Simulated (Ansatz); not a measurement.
CH₇NSiSn (`C1[NH][SnH2][SiH2]1`), relaxed with RKS PBE-D4/def2-SVP in the Gaussian-basis code of Ansatz from a rough embedded geometry. The force threshold is 0.03 eV/Å; the program also tests the step.

The species carries charge 0 and has multiplicity 1. Sn: def2 effective core potential.

Start:

```xyz
11

C     0.234    0.344    1.126
N    -1.011   -0.326    0.884
Sn   -0.908   -0.510   -1.162
Si    1.054    0.559   -0.484
H     0.074    1.319    1.636
H     0.893   -0.266    1.879
H    -1.002   -1.297    1.259
H    -0.789   -2.173   -1.668
H    -2.078    0.630   -1.953
H     1.219    1.999   -0.889
H     2.314   -0.280   -0.628
```

```csv
step,energy (eV),largest force (eV/Å),largest move (Å)
1,-16336.0470,3.354,0.000
2,-16336.7714,1.209,0.198
3,-16336.9002,0.482,0.195
4,-16336.9195,0.244,0.070
5,-16336.9399,0.345,0.200
6,-16336.9573,0.492,0.193
7 (rejected),-16336.8755,1.999,0.193
8,-16336.9659,0.107,0.097
9,-16336.9757,0.123,0.100
10,-16336.9806,0.118,0.114
11,-16336.9832,0.096,0.037
12,-16336.9850,0.084,0.052
13 (rejected),-16336.9831,0.160,0.035
14,-16336.9856,0.016,0.015
```

End:

```xyz
11

C     0.351    0.198    1.198
N    -1.018   -0.131    0.774
Sn   -0.921   -0.587   -1.271
Si    1.187    0.676   -0.479
H     0.379    1.034    1.938
H     0.936   -0.643    1.651
H    -1.570   -0.648    1.468
H    -0.864   -2.282   -1.690
H    -2.261    0.119   -2.119
H     1.217    2.153   -0.769
H     2.565    0.111   -0.702
```

Hardware: 4 threads of an Arm Neoverse V1 on a shared host. Wall time 20 s, peak host memory 0.16 GiB.
